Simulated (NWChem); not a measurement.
System: SiHIF$_{2}$; SMILES F[SiH](F)I

Here is an NWChem input.

```
start job
memory heap 200 mb stack 900 mb global 1100 mb
geometry units angstroms noautoz
  Si     0.384979     1.328010     0.000000
  F     -0.308204     1.984183    -1.292486
  F     -0.308204     1.984183     1.292486
  I     -0.023619    -1.046125     0.000000
  H      1.825370     1.643138     0.000000
end
basis spherical
  Si library def2-svp
  F library def2-svp
  I library def2-svp
  H library def2-svp
end
ecp
  I library def2-ecp
end
dft
  xc xpbe96 cpbe96
  iterations 150
  mulliken
end
task dft energy
```

Parts of the log:

```
             Northwest Computational Chemistry Package (NWChem) 7.3.0
             --------------------------------------------------------

 CS  symmetry detected

                             Geometry "geometry" -> ""
                             -------------------------

 Output coordinates in angstroms (scale by  1.889725989 to convert to a.u.)

  No.       Tag          Charge          X              Y              Z
 ---- ---------------- ---------- -------------- -------------- --------------
    1 Si                  14.0000     0.39213742    -1.31862015     0.00000000
    2 F                    9.0000    -0.29505809    -1.98106109    -1.29248600
    3 F                    9.0000    -0.29505809    -1.98106109     1.29248600
    4 I                   53.0000    -0.03800394     1.05170635     0.00000000
    5 H                    1.0000     1.83533080    -1.62065455     0.00000000

 Effective nuclear repulsion energy (a.u.)     432.6399402178

      Symmetry information
      --------------------

 Group name             Cs
 Group number              2
 Group order               2
 No. of unique centers     4

 Summary of "ao basis" -> "ao basis" (spherical)
 ------------------------------------------------------------------------------
       Tag                 Description            Shells   Functions and Types
 ---------------- ------------------------------  ------  ---------------------
 Si                         def2-svp                 8       18   4s3p1d
 F                          def2-svp                 6       14   3s2p1d
 I                          def2-svp                10       26   4s4p2d
 H                          def2-svp                 3        5   2s1p

      Symmetry analysis of basis
      --------------------------

        a'         49
        a"         28

            General Information
            -------------------
          SCF calculation type: DFT
          Wavefunction type:  closed shell.
          No. of atoms     :     5
          No. of electrons :    58
           Alpha electrons :    29
            Beta electrons :    29
          Charge           :     0
          Spin multiplicity:     1
          Use of symmetry is: on ; symmetry adaption is: on
          Maximum number of iterations: 150
          AO basis - number of functions:    77
                     number of shells:    33
          Convergence on energy requested:  1.00D-06
          Convergence on density requested:  1.00D-05
          Convergence on gradient requested:  5.00D-04

              XC Information
              --------------
          PerdewBurkeErnzerhof Exchange Functional  1.000
            Perdew 1991 LDA Correlation Functional  1.000 local
           PerdewBurkeErnz. Correlation Functional  1.000 non-local

             Grid Information
             ----------------
          Grid used for XC integration:  medium
          Radial quadrature: Mura-Knowles
          Angular quadrature: Lebedev.
          Tag              B.-S. Rad. Rad. Pts. Rad. Cut. Ang. Pts.
          ---              ---------- --------- --------- ---------
          Si                  1.10       88           8.0       590
          F                   0.50       49          10.0       434
          I                   1.40      123          10.0       590
          H                   0.35       45          10.0       434
          Grid pruning is: on
          Number of quadrature shells:   305
          Spatial weights used:  Erf1

      Superposition of Atomic Density Guess
      -------------------------------------

 Sum of atomic energies:        -834.94996595

      Non-variational initial energy
      ------------------------------

 Total energy =    -785.112031
 1-e energy   =   -1717.804855
 2-e energy   =     671.356972
 HOMO         =      -0.355409
 LUMO         =       0.051581

      Symmetry analysis of molecular orbitals - initial
      -------------------------------------------------

  Numbering of irreducible representations:

     1 a'          2 a"

  Orbital symmetries:

     1 a'          2 a'          3 a"          4 a'          5 a'
     6 a'          7 a'          8 a"          9 a"         10 a'
    11 a'         12 a'         13 a'         14 a"         15 a'
    16 a"         17 a'         18 a"         19 a'         20 a'
    21 a"         22 a'         23 a'         24 a"         25 a"
    26 a'         27 a'         28 a"         29 a'         30 a'
    31 a"         32 a'         33 a'         34 a'         35 a'
    36 a'         37 a"         38 a'         39 a'

     ---------------------------------------------
      Total Density - Mulliken Population Analysis
     ---------------------------------------------

    Atom       Charge   Shell Charges
 -----------   ------   -------------------------------------------------------
    1 Si  14    12.49   2.00  1.99  0.84  0.18  5.93  0.77  0.51  0.27
    2 F    9     9.56   1.99  1.14  0.78  3.51  2.13  0.00
    3 F    9     9.56   1.99  1.14  0.78  3.51  2.13  0.00
    4 I   25    25.32   1.83  0.22  1.22  0.67  2.92  3.13  2.64  2.67  9.82  0.19
    5 H    1     1.07   0.68  0.38  0.01

   convergence    iter        energy       DeltaE   RMS-Dens  Diis-err
 ---------------- ----- ----------------- --------- --------- ---------
 d= 0,ls=0.0,diis     1   -786.9162653829 -1.05D+03  2.69D-02  9.25D-01
 d= 0,ls=0.0,diis     2   -786.6564545338  2.60D-01  1.56D-02  3.91D+00
 d= 0,ls=0.0,diis     3   -787.0283516245 -3.72D-01  2.66D-03  2.43D-02
 d= 0,ls=0.0,diis     4   -787.0289151822 -5.64D-04  1.71D-03  1.13D-02
 d= 0,ls=0.0,diis     5   -787.0305472788 -1.63D-03  4.70D-04  8.61D-04
  Resetting Diis
 d= 0,ls=0.0,diis     6   -787.0307145505 -1.67D-04  5.68D-05  1.08D-05
 d= 0,ls=0.0,diis     7   -787.0307156752 -1.12D-06  2.40D-05  5.99D-07
 d= 0,ls=0.0,diis     8   -787.0307156738  1.47D-09  1.13D-05  7.39D-07
 d= 0,ls=0.0,diis     9   -787.0307157705 -9.68D-08  1.52D-06  3.44D-08

         Total DFT energy =     -787.030715770523
      One electron energy =    -1718.800671788685
           Coulomb energy =      734.603033569204
    Exchange-Corr. energy =      -64.168930066928
 Nuclear repulsion energy =      261.335852515885

 Numeric. integr. density =       57.999996252101

                  Occupations of the irreducible representations
                  ----------------------------------------------

                     irrep           alpha         beta
                     --------     --------     --------
                     a'               19.0         19.0
                     a"               10.0         10.0

                       DFT Final Molecular Orbital Analysis
                       ------------------------------------

 Vector   27  Occ=2.000000D+00  E=-3.135659D-01  Symmetry=a'
              MO Center=  3.6D-01, -3.8D-01, -1.5D-14, r^2= 4.2D+00
   Bfn.  Coefficient  Atom+Function         Bfn.  Coefficient  Atom+Function
  ----- ------------  ---------------      ----- ------------  ---------------
    58      0.438338  4 I  py                61      0.328111  4 I  py
    73      0.266843  5 H  s                 74      0.207290  5 H  s
    23     -0.181621  2 F  py                37     -0.181621  3 F  py
    55     -0.173674  4 I  py                 9     -0.164141  1 Si py
    22      0.160683  2 F  px                36      0.160683  3 F  px

 Vector   28  Occ=2.000000D+00  E=-2.597673D-01  Symmetry=a"
              MO Center= -2.1D-02,  8.8D-01,  3.0D-14, r^2= 2.3D+00
   Bfn.  Coefficient  Atom+Function         Bfn.  Coefficient  Atom+Function
  ----- ------------  ---------------      ----- ------------  ---------------
    59      0.602713  4 I  pz                62      0.520591  4 I  pz
    56     -0.243561  4 I  pz                53     -0.197387  4 I  pz
    23     -0.092438  2 F  py                37      0.092438  3 F  py
    26      0.067921  2 F  py                40     -0.067921  3 F  py
    13      0.065336  1 Si pz                15      0.050059  1 Si d -1

 Vector   29  Occ=2.000000D+00  E=-2.594946D-01  Symmetry=a'
              MO Center=  2.6D-03,  8.8D-01, -3.4D-14, r^2= 2.3D+00
   Bfn.  Coefficient  Atom+Function         Bfn.  Coefficient  Atom+Function
  ----- ------------  ---------------      ----- ------------  ---------------
    57      0.594682  4 I  px                60      0.519512  4 I  px
    54     -0.240904  4 I  px                51     -0.195179  4 I  px
    58      0.092295  4 I  py                61      0.085575  4 I  py
    74     -0.083927  5 H  s                 73     -0.077664  5 H  s
    14      0.060373  1 Si d -2              11      0.050137  1 Si px

 Vector   30  Occ=0.000000D+00  E=-4.751187D-02  Symmetry=a'
              MO Center=  2.8D-01, -1.2D-02,  1.8D-14, r^2= 4.1D+00
   Bfn.  Coefficient  Atom+Function         Bfn.  Coefficient  Atom+Function
  ----- ------------  ---------------      ----- ------------  ---------------
     4      0.854167  1 Si s                 61      0.772292  4 I  py
     3      0.642352  1 Si s                 12      0.511433  1 Si py
    74     -0.502462  5 H  s                 50     -0.404920  4 I  s
    58      0.322012  4 I  py                 2      0.310409  1 Si s
     9      0.308661  1 Si py                49     -0.301651  4 I  s

 Vector   31  Occ=0.000000D+00  E=-1.053046D-02  Symmetry=a"
              MO Center=  5.6D-01, -9.0D-01, -4.2D-16, r^2= 3.4D+00
   Bfn.  Coefficient  Atom+Function         Bfn.  Coefficient  Atom+Function
  ----- ------------  ---------------      ----- ------------  ---------------
    13      0.959968  1 Si pz                21      0.323953  2 F  s
    35     -0.323953  3 F  s                 10      0.319115  1 Si pz
    62     -0.263066  4 I  pz                59     -0.170614  4 I  pz
     7     -0.163288  1 Si pz                69     -0.146862  4 I  d -1
    15      0.142132  1 Si d -1              17     -0.137792  1 Si d  1

[...]
```

Level: PBE/def2-SVP with def2 effective core potentials on I. All runs use the structure optimised with PBE0/def2-SVP. def2 effective core potentials on I; no spin-orbit coupling.
